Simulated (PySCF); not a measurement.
## Computed structure and properties of Tl(SH)3

System: Tl(SH)3 (singlet); start: template (C1). Method: PySCF 2.14.0, RKS TPSS, Tl def2-SVP with ECP60, S def2-SVP, H def2-SVP; non-relativistic Hamiltonian with scalar-relativistic core potentials where named; density fitting; no spin-orbit coupling.

Input of the relaxation:

```python
mol = gto.M(atom='''
Tl    -0.26999     0.00416     0.00112
S     -0.26999     0.00416     2.49962
H     -0.60649     1.25986     2.82962
S     -0.26999     0.00416    -2.49738
H     -0.60649    -1.25154    -2.82738
S      2.22851     0.00416     0.00112
H      2.55851    -1.25154    -0.33538''',
    basis={'Tl': 'def2-SVP', 'S': 'def2-SVP', 'H': 'def2-SVP'},
    ecp={'Tl': 'def2-SVP'},
    charge=0, spin=0)
mf = dft.RKS(mol, xc='TPSS')
mf.grids.atom_grid = (50, 194)
mf = mf.density_fit()  # fitting sets: Tl def2-universal-JKFIT, S def2-universal-JKFIT, H def2-universal-JKFIT
mf.conv_tol = 1e-08; mf.max_cycle = 55
mf.kernel(dm0)  # dm0: converged density of the start geometry
# quasi-Newton relaxation in Cartesian coordinates to a largest gradient under 0.00045 Eh/bohr, steps kept in the point group
```

Run from Python with OMP_NUM_THREADS=2; the lines above give its settings. Where DIIS fails, smearing, a level shift and second-order steps follow.
It took 3.2 min on 2 threads of Arm Neoverse V1, on a shared host, from the converged density of the start.

Course of the relaxation:

```json
{"step": "0", "energy above end (eV)": "1.5477", "largest force component within the symmetry (eV/Å)": "1.237"}
{"step": "1", "energy above end (eV)": "1.1646", "largest force component within the symmetry (eV/Å)": "0.747"}
{"step": "2", "energy above end (eV)": "0.8610", "largest force component within the symmetry (eV/Å)": "1.224"}
{"step": "3", "energy above end (eV)": "0.6858", "largest force component within the symmetry (eV/Å)": "0.518"}
{"step": "4", "energy above end (eV)": "0.5699", "largest force component within the symmetry (eV/Å)": "0.524"}
{"step": "5", "energy above end (eV)": "0.4274", "largest force component within the symmetry (eV/Å)": "0.339"}
{"step": "6", "energy above end (eV)": "0.3250", "largest force component within the symmetry (eV/Å)": "0.494"}
{"step": "7", "energy above end (eV)": "0.2765", "largest force component within the symmetry (eV/Å)": "0.453"}
{"step": "37", "energy above end (eV)": "0.0003", "largest force component within the symmetry (eV/Å)": "0.026"}
{"step": "38", "energy above end (eV)": "0.0003", "largest force component within the symmetry (eV/Å)": "0.027"}
{"step": "39", "energy above end (eV)": "0.0001", "largest force component within the symmetry (eV/Å)": "0.047"}
{"step": "40", "energy above end (eV)": "0.0001", "largest force component within the symmetry (eV/Å)": "0.055"}
{"step": "41", "energy above end (eV)": "0.0000", "largest force component within the symmetry (eV/Å)": "0.036"}
{"step": "42", "energy above end (eV)": "0.0000", "largest force component within the symmetry (eV/Å)": "0.014"}
```
(The steps between are left out.)

Relaxed geometry (C1):

```xyz
7

Tl    0.7083   -0.2032    0.1556
S    -0.5806    0.3490    2.2225
H    -1.7182    0.6075    1.5261
S    -0.4299   -0.3715   -2.0674
H    -1.6578   -0.1638   -1.5249
S     3.1584   -0.6058    0.3456
H     3.2839   -0.8387   -0.9862
```

```json
{"contact": "Tl1–S2 (SH)", "Å": "2.498"}
{"contact": "Tl1–S4 (SH)", "Å": "2.503"}
{"contact": "Tl1–S6 (SH)", "Å": "2.490"}
```

On the finer grid (75, 302):

```
HOMO                                                          : -6.28 eV
LUMO                                                          : -3.52 eV
Dipole about the centre of mass                               : 1.56 D
Set of Mulliken populations of Tl1 outside the core potential : s 3.34, p 7.14, d 10.12
D3(BJ) dispersion energy (not in the energies)                : -0.259 eV
```

```csv
atom,Mulliken (e),Löwdin (e),spin (e)
Tl1,0.41,-0.14,0.00
S2,-0.22,0.05,0.00
H3,0.09,-0.01,0.00
S4,-0.23,0.04,0.00
H5,0.09,0.00,0.00
S6,-0.22,0.05,0.00
H7,0.10,0.00,0.00
```

No frequency check is given for this geometry.

Taking off one SH (charge -1, singlet; the rest: singlet) in vacuum, both parts rigid, costs 9.25 eV; the small basis without counterpoise inflates it. Most of it is the attraction of opposite charges; other ways to part are cheaper, and one spin state was tried for the rest.

Rigid scan of SH along the line from its metal:

```
distance to S2 (Å)  energy (eV)
              2.20        0.633
              2.30        0.244
              2.40        0.054
              2.50        0.000
              2.60        0.042
              2.70        0.146
              2.90        0.458
              3.20        1.002
              3.60        1.644
```

One start shape was tried, so this needn't be the lowest isomer.
